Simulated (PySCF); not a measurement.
## S: excitation energy

S [Ne] 3s2 3p4 (3P) → S [Ne] 3s1 3p5 (3P), as a difference of total energies. All numbers are calculated (PySCF 2.14, the spin-free X2C one-electron Hamiltonian (Gaussian nucleus), in x2c-TZVPPall with one added diffuse shell each of s, p, d type (6s6p4d1f, 51 functions)). Correlated levels: valence: [Ne] frozen. The calculations carry no spin-orbit coupling.

**Question.** Order these methods by the excitation energy they give, lowest first.
A. MP2 (valence)
B. CCSD(T) (valence)
C. CCSD (valence)
D. SCS-MP2 (valence)

**Answer.** B (9.013 eV), C (9.520 eV), D (10.403 eV), A (10.523 eV).

Errors of the correlated levels include the incompleteness of this basis and the frozen core.

The upper state lies above the first ionisation limit, where it may autoionise and the basis confines it.

The coupled-cluster amplitudes are large for the upper state (T1 above 0.03 or a double amplitude above 0.15), so a single reference is strained.

For comparison: 8.928 eV (measured; NIST levels, between the centres of gravity of the two terms).
